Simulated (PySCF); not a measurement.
Below is a simulated gas-phase Si 1s photoelectron spectrum of `F[SiH2][AsH][SiH3]`.

Every computed line was given a Gaussian of 0.8 eV full width at half maximum and an area set by the number of equivalent atoms; the highest printed point is 100. Method: delta-SCF UKS SCAN, pcX-2 on the ionised atom, pcseg-1 elsewhere, spin-free X2C in PySCF.

binding energy (eV), intensity and a bar:
```
   1845.5          0 
   1845.6          1 
   1845.7          2 #
   1845.8          5 ##
   1845.9         10 ###
   1846.0         19 ######
   1846.1         30 #########
   1846.2         46 ##############
   1846.3         63 ###################
   1846.4         80 ########################
   1846.5         93 ############################
   1846.6        100 ##############################
   1846.7         98 #############################
   1846.8         88 ###########################
   1846.9         74 ######################
   1847.0         60 ##################
   1847.1         48 ##############
   1847.2         43 #############
   1847.3         46 ##############
   1847.4         55 #################
   1847.5         69 #####################
   1847.6         84 #########################
   1847.7         95 #############################
   1847.8        100 ##############################
   1847.9         97 #############################
   1848.0         86 ##########################
   1848.1         70 #####################
   1848.2         52 ################
   1848.3         36 ###########
   1848.4         22 #######
   1848.5         13 ####
   1848.6          7 ##
   1848.7          3 #
   1848.8          1 
   1848.9          1 
   1849.0          0
```

Count the maxima, the lines and the sites behind this envelope.

The curve has 2 maxima (at 1846.6 and 1847.8 eV). Under it lie 2 lines from 2 inequivalent silicon sites.

Decompose the envelope and assign each component. Numbering: `[F:1][SiH2:2][AsH:3][SiH3:4]`.

```tsv
position (eV)	relative area	line	atoms	environment
1846.62	1	Si 1s	Si4	SiH3 silicon
1847.81	1	Si 1s	Si2	fluorine-bound silicon
```

Above which line width would these two lines show one maximum?

Two equal Gaussians merge once their distance is under 2σ = FWHM/1.177. With 1.19 eV between them that is a full width over 1.40 eV.

Lowest listed Si 1s: Si4, bonded to 3 H and As. Highest, 1.19 eV above it: Si2, bonded to F, 2 H and As. Summing the Pauling electronegativity differences to the bonded atoms, each weighted by its formal bond order, gives +1.18 for the lowest site and +2.96 for the highest.

Shake-up satellites, vibrational structure and lifetime widths aren't simulated. One conformer (not necessarily the lowest) at the PBE0-D3(BJ)/def2-SVP geometry, without solvent, vibrations or thermal averaging.

The values belong to the conformer `[F:1][SiH2:2][AsH:3][SiH3:4]`: F1–Si2–As3–Si4 -79°.
